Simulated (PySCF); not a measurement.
# Electronic structure of P⁺ (phosphorus, charge +1) at the UHF level

Configuration: [Ne] 3s2 3p2, high-spin 3P determinant. Calculation: PySCF 2.14, in def2-SVP; the non-relativistic Hamiltonian (point nucleus).

```
Total energy                                                  : -340.232195 hartree
One-electron energy                                           : -465.5721 hartree
Hartree (Coulomb) energy                                      : 147.6914 hartree
Exchange energy                                               : -22.3515 hartree
Kinetic energy                                                : 340.17443 hartree
⟨S²⟩                                                          : 2.0090
⟨L²⟩                                                          : 2.027
Sum of ⟨r⟩                                                    : 12.16 bohr
Sum of ⟨r²⟩                                                   : 21.28 bohr²
Traceless quadrupole moment −½Σ⟨3z² − r²⟩ along its main axis : 2.18 e·bohr²
Density at the nucleus (Gaussians lack the cusp)              : 1980 bohr⁻³
Spin density at the nucleus                                   : 0.107 bohr⁻³
Langevin diamagnetic susceptibility                           : -16.9 ×10⁻⁶ cm³/mol
Time after the integrals                                      : 0.11 s of wall time on 1 thread of Neoverse-N1 (shared host)
```

```tsv
shell	electrons	mean orbital energy (eV)	spread (eV)	rms radius, mean of both spins (bohr)
1s α	1	-2186.7	0	0.120
1s β	1	-2186.3	0	0.120
2s α	1	-215.60	0	0.562
2s β	1	-215.13	0	0.562
2p α	3	-158.43	0.397	0.540
2p β	3	-157.59	0.549	0.540
3s α	1	-30.916	0	1.99
3s β	1	-25.444	0	1.99
3p α	2	-19.710	0	2.34
```
